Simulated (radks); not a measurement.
Problem. Nd46+, configuration [Ne] 3s2 3p2 (the NIST ground configuration). Calculated with a radial shooting solver on a logarithmic mesh with Libxc functionals: Dirac Kohn-Sham, relativistic LDA (MacDonald-Vosko exchange, VWN5 correlation), spin-unpolarised, spherical densities, finite nucleus; open shells fill j = l - 1/2 first; Fermi nuclear charge, rms radius 4.9123 fm. Some entries of the table are withheld. Estimate them.

orbital,occ.,eigenvalue (hartree),<r> (bohr),<r^2> (bohr^2)
1s1/2,2,-1697.342,0.02372,0.0007652
2s1/2,2,-364.8481,0.09941,0.01169
2p1/2,2,(1),0.08316,0.008500
2p3/2,4,(2),0.08928,0.009664
3s1/2,2,-145.7016,0.2407,0.06608
3p1/2,2,-141.3669,(3),0.05985
3p3/2,0,-136.3411,(4),0.06457

Solution. 
(1) 2p1/2 eigenvalue (hartree): -352.8446
(2) 2p3/2 eigenvalue (hartree): -333.3809
(3) 3p1/2 <r> (bohr): 0.2274
(4) 3p3/2 <r> (bohr): 0.2365
